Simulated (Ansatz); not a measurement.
Wavefunction ladder for CH4FSeSn, SMILES `[CH3][Sn]([F])[SeH]` radical

Cartesian coordinates in Å:
```
C 1.064 0.722 0.735
Sn -0.932 -0.040 0.369
F -0.740 -1.943 0.701
Se -1.449 0.043 -2.136
H 1.155 1.716 0.299
H 1.249 0.756 1.807
H 1.744 0.021 0.250
H -2.091 -1.274 -2.026
```

Charge 0, multiplicity 2. Correlated methods include outer-core shells of Se, Sn, which these sets cover unevenly. Scalar relativity is left out up to krypton. Sn takes the def2 core potential. All single points use the PBE0-D4/def2-TZVP geometry. It is one conformer, not always the lowest. Frozen core, unrestricted reference, Ansatz.

| basis | HF (Eh) | MP2 corr. | CCSD corr. | (T) | CCSD(T) total |
| --- | --- | --- | --- | --- | --- |
| def2-SVP | -2752.45835 | -0.66196 | -0.69204 | ? | ? |
| def2-TZVPP | ? | -1.00742 | -1.02172 | -0.03518 | ? |
| def2-QZVPP | ? | ? | – | – | – |

(1) Fill in the withheld values. (An estimate is asked.)

Results:

(1) Ansatz gave: def2-SVP (T): -0.01768; def2-SVP CCSD(T) total: -2753.16807; def2-TZVPP HF (Eh): -2752.94389; def2-TZVPP CCSD(T) total: -2754.00079; def2-QZVPP HF (Eh): -2753.00081; def2-QZVPP MP2 corr.: -1.56015.
